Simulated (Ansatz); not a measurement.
Reaction (ligand exchange at a Ga–Te bond): `[GaH2][Te][GeH3]` + HBr → `[GaH2][Br]` + `[GeH3][TeH]`

Isolated molecules relaxed with PBE0-D4/def2-TZVP in Ansatz; ΔE leaves out vibrations. CBS: MP2 limit from def2 TZ/QZ plus the TZ coupled-cluster correction, frozen cores. Functionals use def2-TZVPP. B3LYP here is the variant with VWN-RPA as its local correlation; programs differ in this. def2 core potentials past Kr. For Br, Ga, Ge, Te outer-core shells are correlated without core-valence functions, which leaves a few kJ/mol of doubt a bond. Scalar relativity is left out up to krypton.

```csv
level,ΔE (kJ/mol),difference from CCSD(T)/CBS
BLYP-D4,-12.4,-3.1
r2SCAN-D4,-14.9,-5.6
B97M-V,-21.8,-12.5
PBE0-D4,-11.7,-2.4
B3LYP-D4,-14.6,-5.3
r2SCAN0-D4,-15.5,-6.2
BHLYP-D4,-16.5,-7.2
ωB97M-V,-18.4,-9.1
PBE,-13.0,-3.7
revPBE,-16.2,-6.9
B3LYP,-21.7,-12.4
r2SCAN0,-16.9,-7.6
RPA@PBE/def2-TZVPP,-13.8,-4.5
CCSD/def2-SVP,-15.4,-6.1
CCSD(T)/def2-SVP,-12.6,-3.3
HF/def2-QZVPP,-35.1,-25.8
CCSD(T)/CBS,-9.3,0
```

Task: What do rigid-rotor, harmonic-oscillator terms from PBE0-D4/def2-TZVP frequencies (298.15 K, 1 bar) make of the CCSD(T)/CBS value? (Estimate.)

Result: Computed: ΔZPE = +0.4 kJ/mol, ΔH = -11.4 kJ/mol, ΔS = 6 J/(mol·K), ΔG = -13.3 kJ/mol. Modes under 50 cm⁻¹ make the entropy rough.

Largest T1 diagnostic among the species: 0.012.

In def2-TZVPP, CCSD(T) changes the Hartree–Fock value by +21.3 kJ/mol (the triples alone add +3.7 kJ/mol) and MP2 by +26.1 kJ/mol. Leaving LDA and LC-ωPBE aside and taking each functional with its dispersion term where it has one, the values, not all of them listed here, spread over 13.1 kJ/mol, from B97M-V to PBE-D4. LDA lies +6.4 kJ/mol from PBE without D4.

CCSD(T)/CBS has its own doubt, a few kJ/mol and more with outer-core shells, so smaller differences from it don't rank the levels.
